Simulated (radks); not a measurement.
The numbers below are computed, except where a source is named.
The neodymium ion Nd2+, 58 electrons, occupied as [Kr] 4d10 4f4 5s2 5p5 6p1 (not the ground configuration). Level of theory: non-relativistic Kohn-Sham, PBE, spin-polarised, spherical densities, point nucleus; open shells are filled with parallel spins first (spin-orbit coupling, left out, can overturn this in heavy ions); relativity is left out, which matters for an element this heavy (a radial shooting solver on a logarithmic mesh with Libxc functionals).

Radial electron density D(r) = 4 pi r^2 rho(r):

```
   r/bohr * D(r) (the largest magnitude, 101, reaches the edge; | marks zero)
  0.00155 | *
   0.0021 |   *
 0.002846 |     *
 0.003888 |         *
  0.00527 |              *
 0.007142 |                      *
 0.009757 |                              *
  0.01322 |                                     *
  0.01792 |                                        *
  0.02448 |                                       *
  0.03318 |                                    *
  0.04533 |                                        *
  0.06143 |                                                  *
  0.08326 |                                                      *
   0.1137 |                                             *
   0.1542 |                                          *
   0.2089 |                                               *
   0.2854 |                                   *
   0.3868 |                  *
   0.5243 |                    *
   0.7162 |                  *
   0.9707 |        *
    1.315 |    *
    1.797 |  *
    2.436 |*
    3.301 *
     4.51 *
    6.112 *
    8.283 *
    11.32 *
```

D(r) has 4 maxima, at r = 0.0187, 0.0781, 0.209, 0.582 bohr, and minima at 0.0340, 0.141, 0.419 bohr, inside which lie 1.98, 11.40, 29.19 electrons.
